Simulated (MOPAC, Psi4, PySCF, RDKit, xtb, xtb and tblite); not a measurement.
Relaxed torsion scan: CH8OSi2, SMILES CO[SiH2][SiH3]. Scanned: dihedral C1–O2–Si3–Si4; all other coordinates were relaxed at GFN2-xTB. Points at φ and −φ are mirror images.

Geometry of the scan point at 0° (Å):
```
12

C     -2.1602    -0.6574    -0.3826
O     -0.8260    -0.3946    -0.0997
Si     0.0076     0.9780     0.1485
Si    -1.3281     2.8511    -0.0085
H     -2.2272    -1.1997    -1.3296
H     -2.7480     0.2621    -0.4594
H     -2.5812    -1.2806     0.4110
H      1.0748     0.9293    -0.8571
H      0.6084     0.7910     1.4738
H     -1.9386     3.0299    -1.3342
H     -2.4663     2.8445     0.9228
H     -0.5826     4.0803     0.2679
```

- GFN2-xTB (xtb and tblite)
- B3LYP/def2-TZVP // GFN2-xTB (Psi4)
- B3LYP-D3(BJ)/def2-TZVP // GFN2-xTB (Psi4)
- PBE/def2-TZVP // GFN2-xTB (Psi4)
- PBE-D3(BJ)/def2-TZVP // GFN2-xTB (Psi4)
- M06-2X/def2-TZVP // GFN2-xTB (Psi4)
- MP2/cc-pVTZ = Psi4 1.11 with DF-MP2 (frozen core)/cc-pVTZ // GFN2-xTB
- HF/cc-pVTZ // GFN2-xTB (Psi4)
- UFF // GFN2-xTB (RDKit)
- PM7, restricted, heats of formation // GFN2-xTB (MOPAC)
- GFN1-xTB // GFN2-xTB (xtb)
- RKS-B3LYP/6-31G* = PySCF with restricted B3LYP/6-31G*, spherical d // GFN2-xTB
- RKS-B3LYP/LANL2DZ = restricted B3LYP/LANL2DZ, with its core potentials past Ne // GFN2-xTB in PySCF 2.14.0
- RMP2/6-31G* = PySCF 2.14.0 with restricted MP2 (frozen core)/6-31G*, spherical d // GFN2-xTB
- RHF/STO-3G = restricted Hartree-Fock/STO-3G // GFN2-xTB (PySCF)

Least-squares fit of E(φ) = a0 + Σ (a_n cos nφ + b_n sin nφ), n = 1 to 4, to the 12 scan points, in kJ/mol above the lowest point of each profile (levels whose profile four harmonics don't fit are not listed):

| method | a0 | a1 | b1 | a2 | b2 | a3 | b3 | a4 | b4 | rms of fit |
|---|---|---|---|---|---|---|---|---|---|---|
| GFN2-xTB | 6.02 | 1.17 | 0.00 | -1.87 | 0.00 | 3.20 | 0.00 | 0.13 | 0.00 | 0.08 |
| B3LYP/def2-TZVP | 3.69 | 2.59 | 0.00 | -0.05 | 0.00 | 1.00 | 0.00 | -0.18 | 0.00 | 0.10 |
| B3LYP-D3(BJ)/def2-TZVP | 2.97 | 1.38 | 0.00 | -0.44 | 0.00 | 1.20 | 0.00 | -0.08 | 0.00 | 0.11 |
| PBE/def2-TZVP | 2.78 | 1.39 | 0.00 | -0.05 | 0.00 | 1.38 | 0.00 | -0.13 | 0.00 | 0.14 |
| PBE-D3(BJ)/def2-TZVP | 2.35 | 0.71 | 0.00 | -0.24 | 0.00 | 1.49 | 0.00 | -0.08 | 0.00 | 0.15 |
| M06-2X/def2-TZVP | 3.36 | 1.35 | 0.00 | -0.93 | 0.00 | 1.09 | 0.00 | -0.04 | 0.00 | 0.06 |
| MP2/cc-pVTZ | 4.03 | 1.75 | 0.00 | -0.68 | 0.00 | 1.65 | 0.00 | -0.11 | 0.00 | 0.13 |
| HF/cc-pVTZ | 4.45 | 3.55 | 0.00 | -0.11 | 0.00 | 0.64 | 0.00 | -0.26 | 0.00 | 0.06 |
| UFF | 13.08 | 3.93 | 0.00 | 0.26 | 0.00 | 11.98 | 0.00 | 0.74 | 0.00 | 1.44 |
| PM7 | 3.28 | 3.75 | 0.00 | 2.41 | 0.00 | 1.81 | 0.00 | -0.53 | 0.00 | 0.23 |
| GFN1-xTB | 7.36 | -3.10 | 0.00 | -1.29 | 0.00 | -2.59 | 0.00 | -0.12 | 0.00 | 0.46 |
| RKS-B3LYP/6-31G* | 2.94 | 1.64 | 0.00 | 0.16 | 0.00 | 1.45 | 0.00 | -0.20 | 0.00 | 0.14 |
| RKS-B3LYP/LANL2DZ | 1.42 | 1.42 | 0.00 | 0.41 | 0.00 | 0.36 | 0.00 | -0.23 | 0.00 | 0.14 |
| RMP2/6-31G* | 4.36 | 2.03 | 0.00 | -0.37 | 0.00 | 2.14 | 0.00 | -0.10 | 0.00 | 0.20 |
| RHF/STO-3G | 6.15 | 1.13 | 0.00 | 0.12 | 0.00 | 5.59 | 0.00 | -0.46 | 0.00 | 0.71 |
